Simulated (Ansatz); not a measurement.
Coupled-cluster diagnostics for Be₃O₃⁺, Ansatz.

Geometry of the doublet (PBE0-D4/def2-SVP):

Cartesian coordinates in Å:
```
Be 1.9622 0.2915 1.4441
Be 0.3042 -0.4498 -0.8725
Be -0.8226 0.3722 0.4915
O -0.9777 0.5257 -1.1243
O 0.7662 0.1123 0.5656
O -1.2322 -0.8519 -0.5044
```

Correlated methods freeze 3 core orbitals. The structure holds 1 bond(s) between oxygen atoms. Another isomer (doublet) lies 3.87 eV lower at PBE0-D4/def2-TZVP; other spin states weren't run for this one.

Estimate the CCSD(T) correlation energy, the shares of MP2 and (T), T1 and the reference's ⟨S²⟩ for: charge 1, doublet, own geometry in def2-TZVPP; and the rough time on 4 threads of Arm Neoverse V2 on a shared host.


```json
{"state": "charge 1, doublet, own geometry", "basis": "def2-TZVPP", "correlation (eV)": "-25.003", "MP2 share (%)": "94.0", "(T) share (%)": "3.7", "T1": "0.029", "⟨S²⟩ (pure)": "0.87 (0.75)", "wall time": "95 s", "remarks": "spin-contaminated"}
```
Customary marks for T1 are 0.02 (closed shells), 0.045 (open shells) and about 0.05 (3d metals). T1 exceeds 0.02 in 1 of 1 rows and 0.045 in 0; the higher it lies, the less the single-reference result can be trusted.
